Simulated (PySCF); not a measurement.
C3H5ClOSi, SMILES Cl[Si@@H]1CC=CO1.

Geometry: PBE-D3(BJ)/def2-SVP. The structure was generated by enumeration; whether it is a known compound was not checked. The values are those of a single conformer.

Calculation: PySCF with PBE-D3(BJ)/def2-SVP.

Frequencies are harmonic and unscaled.

Computed normal modes with their intensities:
```json
[
 {"mode": "1", "ν (cm⁻¹)": "84", "IR (km/mol)": "0.1", "moving atoms (share of kinetic energy)": "C 39 %, Cl 24 %, H 17 %, O 11 %, Si 9 %"},
 {"mode": "2", "ν (cm⁻¹)": "175", "IR (km/mol)": "1.1", "moving atoms (share of kinetic energy)": "C 28 %, Cl 23 %, H 18 %, Si 18 %, O 13 %"},
 {"mode": "3", "ν (cm⁻¹)": "243", "IR (km/mol)": "3.2", "moving atoms (share of kinetic energy)": "O 30 %, Cl 24 %, H 21 %, C 15 %, Si 11 %"},
 {"mode": "4", "ν (cm⁻¹)": "419", "IR (km/mol)": "3.4", "moving atoms (share of kinetic energy)": "C 41 %, H 34 %, O 12 %"},
 {"mode": "5", "ν (cm⁻¹)": "454", "IR (km/mol)": "35.8", "moving atoms (share of kinetic energy)": "Si 38 %, C 29 %, O 17 %, H 11 %"},
 {"mode": "6", "ν (cm⁻¹)": "542", "IR (km/mol)": "66.3", "moving atoms (share of kinetic energy)": "Si 35 %, Cl 29 %, C 16 %, O 11 %"},
 {"mode": "7", "ν (cm⁻¹)": "639", "IR (km/mol)": "8.7", "moving atoms (share of kinetic energy)": "H 54 %, C 30 %, Si 12 %"},
 {"mode": "8", "ν (cm⁻¹)": "676", "IR (km/mol)": "22.3", "moving atoms (share of kinetic energy)": "H 43 %, C 33 %, Si 19 %"},
 {"mode": "9", "ν (cm⁻¹)": "702", "IR (km/mol)": "35.5", "moving atoms (share of kinetic energy)": "H 68 %, C 19 %"},
 {"mode": "10", "ν (cm⁻¹)": "727", "IR (km/mol)": "15.0", "moving atoms (share of kinetic energy)": "H 77 %, C 18 %"},
 {"mode": "11", "ν (cm⁻¹)": "745", "IR (km/mol)": "73.5", "moving atoms (share of kinetic energy)": "O 41 %, Si 31 %, C 16 %, H 11 %"},
 {"mode": "12", "ν (cm⁻¹)": "831", "IR (km/mol)": "52.7", "moving atoms (share of kinetic energy)": "H 45 %, C 34 %, O 11 %, Si 10 %"},
 {"mode": "13", "ν (cm⁻¹)": "839", "IR (km/mol)": "137.6", "moving atoms (share of kinetic energy)": "H 58 %, C 23 %, Si 11 %"},
 {"mode": "14", "ν (cm⁻¹)": "892", "IR (km/mol)": "4.3", "moving atoms (share of kinetic energy)": "H 72 %, C 28 %"},
 {"mode": "15", "ν (cm⁻¹)": "940", "IR (km/mol)": "20.8", "moving atoms (share of kinetic energy)": "C 51 %, H 49 %"},
 {"mode": "16", "ν (cm⁻¹)": "1025", "IR (km/mol)": "100.3", "moving atoms (share of kinetic energy)": "H 46 %, C 29 %, O 25 %"},
 {"mode": "17", "ν (cm⁻¹)": "1060", "IR (km/mol)": "16.8", "moving atoms (share of kinetic energy)": "H 87 %, C 12 %"},
 {"mode": "18", "ν (cm⁻¹)": "1141", "IR (km/mol)": "3.2", "moving atoms (share of kinetic energy)": "C 50 %, H 47 %"},
 {"mode": "19", "ν (cm⁻¹)": "1175", "IR (km/mol)": "101.4", "moving atoms (share of kinetic energy)": "H 59 %, C 21 %, O 20 %"},
 {"mode": "20", "ν (cm⁻¹)": "1310", "IR (km/mol)": "2.8", "moving atoms (share of kinetic energy)": "H 64 %, C 35 %"},
 {"mode": "21", "ν (cm⁻¹)": "1350", "IR (km/mol)": "5.7", "moving atoms (share of kinetic energy)": "H 91 %, C 9 %"},
 {"mode": "22", "ν (cm⁻¹)": "1629", "IR (km/mol)": "73.0", "moving atoms (share of kinetic energy)": "C 90 %, H 9 %"},
 {"mode": "23", "ν (cm⁻¹)": "2223", "IR (km/mol)": "101.3", "moving atoms (share of kinetic energy)": "H 96 %"},
 {"mode": "24", "ν (cm⁻¹)": "2969", "IR (km/mol)": "8.8", "moving atoms (share of kinetic energy)": "H 94 %"},
 {"mode": "25", "ν (cm⁻¹)": "3027", "IR (km/mol)": "1.5", "moving atoms (share of kinetic energy)": "H 91 %, C 9 %"},
 {"mode": "26", "ν (cm⁻¹)": "3131", "IR (km/mol)": "1.2", "moving atoms (share of kinetic energy)": "H 92 %"},
 {"mode": "27", "ν (cm⁻¹)": "3152", "IR (km/mol)": "10.9", "moving atoms (share of kinetic energy)": "H 91 %, C 9 %"}
]
```
